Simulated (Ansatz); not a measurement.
Basis-set extrapolation for CH₉NO₂Si₂ (`CN([SiH2]O)[SiH2]O`) (PBE0-D4/def2-TZVP geometry, frozen core, Ansatz 0.2.0). Multiplicity 1, RHF reference.

|  | def2-TZVPP | def2-QZVPP |
| --- | --- | --- |
| HF | -825.432154 | -825.463318 |
| MP2 correlation | -1.116374 | -1.201001 |
| CCSD(T) correlation | -1.207827 | not run |

Energies in hartree. Use E(X) = E(∞) + A·exp(−7.88·√X) for Hartree–Fock and E(X) = E(∞) + B·X^(−2.97) for correlation, with X = 3 and 4, and add CCSD(T) minus MP2 of the smaller set to the MP2 limit.

Question: What is the CCSD(T) energy at the basis-set limit?

Answer: HF limit: -825.463318 + (-0.031164) × 0.13774 = -825.46761. MP2 limit: -1.201001 + (-0.084627) × 0.74074 = -1.26369. Higher-order term: -1.207827 − (-1.116374) = -0.09145. Total: -826.82275 hartree, 479.9 kJ/mol below CCSD(T)/def2-TZVPP.
